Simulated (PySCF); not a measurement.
# Polarisability and C₆ of Gd⁵⁸⁺ (gadolinium, charge +58)

[He] 2s2 2p2, high-spin 3P determinant. All numbers are calculated (PySCF 2.14, the non-relativistic Hamiltonian (point nucleus), in an even-tempered Gaussian basis (17 s from 34 bohr⁻², ratio 2.2; 10 p from 44 bohr⁻², ratio 2.2; 5 d from 170 bohr⁻², ratio 2.4; 5 f from 250 bohr⁻², ratio 2.4; 4 g from 380 bohr⁻², ratio 2.4)). Coupled (time-dependent) response in atomic units; α is the mean over directions.

```
method  mean α (bohr³)                     α xx, yy, zz  C₆ (like pair)      S(−4)
   UHF       0.0007236  0.0008921, 0.0006393, 0.0006393       3.792e-06  1.076e-05
  PBE0       0.0007005  0.0008766, 0.0006124, 0.0006124       3.618e-06  9.884e-06
```

S(−4) is the Cauchy moment in α(ω) = α(0) + S(−4) ω² + …

Spin-orbit coupling is absent.

α(iu) at PBE0:

```
u (hartree)  α(iu) (bohr³)
          0      0.0007005
       1.00      0.0006908
       2.00      0.0006633
       4.00      0.0005740
       6.00      0.0004716
       8.00      0.0003804
       10.0      0.0003074
       15.0      0.0001919
       20.0      0.0001332
       30.0      8.176e-05
       50.0      5.115e-05
```

For an ion, C₆ is the dispersion term alone; charge-induced terms of lower order in 1/R come first.

The components differ because the open shell of this determinant is not spherical; for a pure term their mean is the scalar polarisability.

A non-relativistic calculation at this Z misses sizeable relativistic shifts. Spin-orbit coupling is strong in this species (close to jj coupling), so the high-spin LS determinant is a model state, not a physical level.
